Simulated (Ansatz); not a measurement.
Name a neutral molecule of C, Cl, P, Si and H with HOMO energy (PBE0/def2-TZVPP) between -7.60 and -7.30 eV and size of the dipole moment (PBE/def2-TZVPP) between 2.25 and 2.55 D (Ansatz, PBE0-D4/def2-TZVP geometry).

`C[Si](C)(P)Cl` (-7.45 eV, 2.29 D). Other molecules can fit too; these were computed, each in one conformer that needn't be the lowest.
